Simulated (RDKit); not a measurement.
Input file for RDKit: MMFF94 on C2H8S (a complex), monomers drawn apart or pushed together.

```python
from rdkit import Chem
from rdkit.Chem import AllChem, rdDetermineBonds

blocks = [
'''5

C    -0.05253314    0.07524439   -0.09987776
H    -1.11684466    0.02075430    0.12847562
H     0.49353200    0.40839097    0.78163316
H     0.30373735   -0.90909669   -0.40184656
H     0.10475973    0.78045081   -0.91489445
''',
'''6

C    -0.25340373   -1.28978592    3.93374537
S     0.25804051    0.41736716    4.31448977
H    -0.27557682   -1.46340217    2.86020467
H     0.49875900   -1.93781352    4.38050393
H    -1.22097213   -1.51931474    4.37503795
H    -0.76057926    1.03668336    3.69650503
''',
]
mol = None
for b in blocks:
    f = Chem.MolFromXYZBlock(b)
    rdDetermineBonds.DetermineBonds(f, charge=0)
    mol = f if mol is None else Chem.CombineMols(mol, f)
Chem.SanitizeMol(mol)
print(Chem.MolToSmiles(Chem.RemoveHs(mol)))
ff = AllChem.MMFFGetMoleculeForceField(mol, AllChem.MMFFGetMoleculeProperties(mol), nonBondedThresh=100.0, ignoreInterfragInteractions=False)
e = ff.CalcEnergy()
print(f'MMFF94 energy {e:.6f} kcal/mol')
```

The log:

```
C.CS
MMFF94 energy 0.526948 kcal/mol
```

The run finished.

Cost: very roughly 0.020 core-seconds.
